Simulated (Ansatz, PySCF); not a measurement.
Constitutional and geometric isomers with formula CH5BSi. All species are isolated molecules in the gas phase. One relaxed conformer stands for each flexible species; it need not be the lowest. Strings in code marks are SMILES.

Quantity: electronic energy of isomers of CH5BSi relative to `[H]/B=C\[SiH3]`, in kcal/mol. The restricted reference of `B=[SiH]C`, `B[SiH]=C` and `CB=[SiH2]` is unstable towards unrestricted orbitals.

Level 1: frozen-core CCSD(T)/cc-pVQZ // B3LYP-D3(BJ)/def2-TZVP (Ansatz, an electronic-structure program)
Level 2: PBE/cc-pVTZ // B3LYP-D3(BJ)/def2-TZVP (Ansatz)
Level 3: PBE0/cc-pVTZ // B3LYP-D3(BJ)/def2-TZVP (Ansatz)
Level 4: HF/6-31G* // B3LYP-D3(BJ)/def2-TZVP (PySCF)

```tsv
species	level 2	level 3	level 4
`C=B[SiH3]`	5.28	6.28	8.10
`B[SiH]=C`	12.2	14.9	18.8
`CB=[SiH2]`	14.2	16.9	24.8
`B=[SiH]C`	25.5	26.5	31.1
`B1C[SiH2]1`	3.51	5.02	17.4
```

Task: What does level 1 give for each, and how far do the other levels lie from it on average?

Result: 
- `C=B[SiH3]`: 7.89
- `B[SiH]=C`: 15.3
- `CB=[SiH2]`: 20.3
- `B=[SiH]C`: 28.4
- `B1C[SiH2]1`: 9.61
Mean absolute difference from level 1, which has limits of its own, over these rows (drawn at random from the members that have all these levels): level 2 4.18 kcal/mol, level 3 2.40 kcal/mol, level 4 3.72 kcal/mol.
